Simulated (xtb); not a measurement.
xtb input (GFN2-xTB):

```bash
xtb mol.xyz --gfn 2 --ohess tight --chrg 0 --uhf 0
```
mol.xyz:
```
3

Ba    -0.00568265     0.02199419    -0.00885755
F     -0.29748178     1.55360812    -1.36829248
F      0.22444403    -1.58472069     1.35624982
```

Output:

```
           -------------------------------------------------
          |                Calculation Setup                |
           -------------------------------------------------

           -------------------------------------------------
          |                 G F N 2 - x T B                 |
           -------------------------------------------------

        Reference                      10.1021/acs.jctc.8b01176
      * Hamiltonian:
        H0-scaling (s, p, d)           1.850000    2.230000    2.230000
        zeta-weighting                 0.500000
      * Dispersion:
        s8                             2.700000
        a1                             0.520000
        a2                             5.000000
        s9                             5.000000
      * Repulsion:
        kExp                           1.500000    1.000000
        rExp                           1.000000
      * Coulomb:
        alpha                          2.000000
        third order                    shell-resolved
        anisotropic                    true
        a3                             3.000000
        a5                             4.000000
        cn-shift                       1.200000
        cn-exp                         4.000000
        max-rad                        5.000000

          ...................................................
          :                      SETUP                      :
          :.................................................:
          :  # basis functions                  18          :
          :  # atomic orbitals                  17          :
          :  # shells                            7          :
          :  # electrons                        16          :
          :  max. iterations                   250          :
          :  Hamiltonian                  GFN2-xTB          :
          :  restarted?                      false          :
          :  GBSA solvation                  false          :
          :  PC potential                    false          :
          :  electronic temp.          300.0000000     K    :
          :  accuracy                    1.0000000          :
          :  -> integral cutoff          0.2500000E+02      :
          :  -> integral neglect         0.1000000E-07      :
          :  -> SCF convergence          0.1000000E-05 Eh   :
          :  -> wf. convergence          0.1000000E-03 e    :
          :  Broyden damping             0.4000000          :
          :  net charge                          0          :
          :  unpaired electrons                  0          :
          ...................................................

 iter      E             dE          RMSdq      gap      omega  full diag
   1     -4.7195070 -0.471951E+01  0.107E+02    0.12       0.0  T
   2     -9.4920667 -0.477256E+01  0.440E+01   19.88       1.0  T
   3     -9.6404393 -0.148373E+00  0.442E+01    9.87       1.0  T
   4     -9.7229192 -0.824799E-01  0.422E+01    5.95       1.0  T
   5     -9.8134099 -0.904907E-01  0.617E+00    2.89       1.0  T
   6     -3.5758787  0.623753E+01  0.146E+02    0.29       1.0  T
[...]
molecular quadrupole (traceless):
                xx          xy          yy          xz          yz          zz
 q only:        3.741       1.669      -2.434      -0.242       5.046      -1.306
  q+dip:        5.698       3.319      -3.368       0.760       6.508      -2.330
   full:        5.783       2.387      -3.849      -0.660       8.103      -1.934

           -------------------------------------------------
          |                Geometry Summary                 |
           -------------------------------------------------

      molecular mass/u    :      175.3236980
   center of mass at/Å    :        0.4831645       0.2670013       0.2035133
  moments of inertia/u·Å² :        0.5538119E+02   0.1025651E+03   0.1579463E+03
rotational constants/cm⁻¹ :        0.3043928E+00   0.1643603E+00   0.1067301E+00

 * 2 selected distances

     #   Z          #   Z                                           value/Å
     1  56 Ba       2   9 F                                       2.1354429 (max)
     1  56 Ba       3   9 F                                       2.1354406 (min)

 * 1 distinct bonds (by element types)

   Z      Z             #   av. dist./Å        max./Å        min./Å
   9 F   56 Ba          2     2.1354418     2.1354429     2.1354406

           -------------------------------------------------
          |               Frequency Printout                |
           -------------------------------------------------
 projected vibrational frequencies (cm⁻¹)
eigval :       -0.00    -0.00     0.00     0.00     0.00     0.00
eigval :       99.57   247.44   271.66
 reduced masses (amu)
   1: 65.73   2:100.32   3: 82.18   4:110.85   5: 45.14   6: 22.46   7: 33.39   8: 35.65
   9: 30.26
 IR intensities (km·mol⁻¹)
   1: 15.58   2:  0.55   3: 10.34   4:  0.59   5: 11.02   6: 12.64   7: 18.61   8:  0.17
   9:  2.70
 Raman intensities (Ä⁴*amu⁻¹)
   1:  0.00   2:  0.00   3:  0.00   4:  0.00   5:  0.00   6:  0.00   7:  0.00   8:  0.00
   9:  0.00
 output can be read by thermo (or use thermo option).
 writing <g98.out> molden fake output.
 recommended (thermochemical) frequency scaling factor: 1.0
           -------------------------------------------------
          |             Thermodynamic Functions             |
           -------------------------------------------------

c2v symmetry found (for desy threshold:  0.10E+00) used in thermo

          ...................................................
          :                      SETUP                      :
          :.................................................:
          :  # frequencies                           3      :
          :  # imaginary freq.                       0      :
          :  linear?                             false      :
          :  only rotor calc.                    false      :
          :  symmetry                              c2v      :
          :  rotational number                       2      :
          :  scaling factor                  1.0000000      :
          :  rotor cutoff                   50.0000000 cm⁻¹ :
          :  imag. cutoff                  -20.0000000 cm⁻¹ :
          :.................................................:

    mode    ω/cm⁻¹     T·S(HO)/kcal·mol⁻¹    T·S(FR)/kcal·mol⁻¹   T·S(vib)
   ------------------------------------------------------------------------
       1     99.57    -1.03240 ( 94.02%)    -0.85201 (  5.98%)    -1.02162
       2    247.44    -0.52138 ( 99.83%)    -0.58262 (  0.17%)    -0.52148
       3    271.66    -0.47275 ( 99.89%)    -0.55497 (  0.11%)    -0.47284
   ------------------------------------------------------------------------
Note: The following floating-point exceptions are signalling: IEEE_UNDERFLOW_FLAG IEEE_DENORMAL
normal termination of xtb

   temp. (K)  partition function   enthalpy   heat capacity  entropy
                                   cal/mol     cal/K/mol   cal/K/mol   J/K/mol
 298.15  VIB   5.15                 1055.694      5.383      6.762
         ROT  0.362E+05              888.752      2.981     23.840
         INT  0.186E+06             1944.447      8.364     30.601
         TR   0.225E+28             1481.254      4.968     41.373
         TOT                        3425.7008    13.3318    71.9741   301.1397

       T/K    H(0)-H(T)+PV         H(T)/Eh          T*S/Eh         G(T)/Eh
   ------------------------------------------------------------------------
    298.15    0.545920E-02    0.686866E-02    0.341972E-01   -0.273286E-01
   ------------------------------------------------------------------------

         :::::::::::::::::::::::::::::::::::::::::::::::::::::
         ::                  THERMODYNAMIC                  ::
         :::::::::::::::::::::::::::::::::::::::::::::::::::::
         :: total free energy         -10.053385146506 Eh   ::
         ::.................................................::
         :: total energy              -10.026056580633 Eh   ::
         :: zero point energy           0.001409454577 Eh   ::
         :: G(RRHO) w/o ZPVE           -0.028738020450 Eh   ::
         :: G(RRHO) contrib.           -0.027328565873 Eh   ::
         :::::::::::::::::::::::::::::::::::::::::::::::::::::

optimized geometry written to: xtbopt.xyz

           -------------------------------------------------
          | TOTAL ENERGY              -10.026056580633 Eh   |
          | TOTAL ENTHALPY            -10.019187924404 Eh   |
          | TOTAL FREE ENERGY         -10.053385146506 Eh   |
          | GRADIENT NORM               0.000001882024 Eh/α |
          | HOMO-LUMO GAP               1.342956643515 eV   |
           -------------------------------------------------

------------------------------------------------------------------------
------------------------------------------------------------------------
 total:
 SCF:
 ANC optimizer:
 analytical hessian:
```
